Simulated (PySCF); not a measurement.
BrHMgO. Atoms are numbered in the order given.

```xyz
4

Mg     0.0126     1.1599     0.0000
Br    -0.0006    -1.1737     0.0000
O     -0.0411     2.9156     0.0000
H      0.1980     3.8347     0.0000
```

Geometry optimised at B3LYP-D3(BJ)/def2-TZVP. The values are those of a single conformer.

All values below come from CAM-B3LYP/def2-TZVPD (PySCF).

Symmetry labels are those of the subgroup Cs that the program uses (full group Cs).

List the valence orbital energies around the gap with their symmetry. (The exact figures need the calculation; the answer reports its results.)


| orbital | symmetry | energy (eV) |
|---|---|---|
| HOMO−7 | A' | -27.59 |
| HOMO−6 | A' | -22.38 |
| HOMO−5 | A' | -14.76 |
| HOMO−4 | A' | -10.72 |
| HOMO−3 | A' | -10.01 |
| HOMO−2 | A" | -9.98 |
| HOMO−1 | A' | -9.56 |
| HOMO | A" | -9.56 |
| LUMO | A' | -0.84 |
| LUMO+1 | A' | 0.57 |
| LUMO+2 | A" | 0.58 |
| LUMO+3 | A' | 0.83 |
